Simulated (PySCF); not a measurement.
The third ionisation energy along the 5d series

All values are computed (PySCF 2.14, energy differences of UHF-based or UKS calculations, no spin-orbit coupling). Values in eV. The last column holds reference values (NIST; (s) semi-empirical, (t) theoretical, else measured). Unmarked ones compare directly (S terms, centres of terms, or small fine structure); those marked * lie between the lowest fine-structure levels and include a spin-orbit shift.

```csv
element,configurations,MP2 (valence),SCS-MP2 (valence),CCSD(T) (valence),PBE,PBE0,r2SCAN,reference
"Hf (aug-cc-pVDZ-PP with ECP60MDF, ECP)",[Xe] 4f14 5d2 → [Xe] 4f14 5d1,21.577,21.538,21.599,22.585,22.506,22.469,22.55 ± 0.04 (t) *
"Ta (aug-cc-pVDZ-PP with ECP60MDF, ECP)",[Xe] 4f14 5d3 → [Xe] 4f14 5d2,23.362,23.224,23.423,24.384,24.278,24.291,23.1 ± 1.6 (t) *
"Re (aug-cc-pVDZ-PP with ECP60MDF, ECP)",[Xe] 4f14 5d5 → [Xe] 4f14 5d4,27.781,27.453,27.842,28.422,28.353,28.398,27 ± 1.6 (t) *
"Os (aug-cc-pVDZ-PP with ECP60MDF, ECP)",[Xe] 4f14 5d6 → [Xe] 4f14 5d5,25.863,25.991,26.001,26.966,26.753,26.457,25 ± 1.6 (t) *
"Ir (aug-cc-pVDZ-PP with ECP60MDF, ECP)",[Xe] 4f14 5d7 → [Xe] 4f14 5d6,28.581,28.675,28.627,29.356,29.195,29.031,28 ± 1.6 (t) *
"Pt (aug-cc-pVDZ-PP with ECP60MDF, ECP)",[Xe] 4f14 5d8 → [Xe] 4f14 5d7,30.507,30.510,30.469,31.180,30.997,30.944,29 ± 1.6 (t) *
"Au (aug-cc-pVDZ-PP with ECP60MDF, ECP)",[Xe] 4f14 5d9 → [Xe] 4f14 5d8,32.409,32.309,32.302,32.875,32.700,32.513,30 ± 1.6 (t) *
"Hg (aug-cc-pVDZ-PP with ECP60MDF, ECP)",[Xe] 4f14 5d10 → [Xe] 4f14 5d9,35.241,35.082,35.034,35.325,35.218,35.207,34.49 ± 0.05 *
```

**Question.** Fill in the row of W (aug-cc-pVDZ-PP with ECP60MDF, ECP) ([Xe] 4f14 5d4 → [Xe] 4f14 5d3).

**Answer.** MP2 (valence) 25.171; SCS-MP2 (valence) 24.913; CCSD(T) (valence) 25.243; PBE 26.071; PBE0 25.958; r2SCAN 25.854; reference 26 ± 0.4 (s) * (eV).

"Valence" correlates the outer s and p shells and, in groups 3 to 12 and the f block, the outer d or f shell, open or full, or the next shell where the ion has no valence electron left; the wider scheme adds the next inner shell.
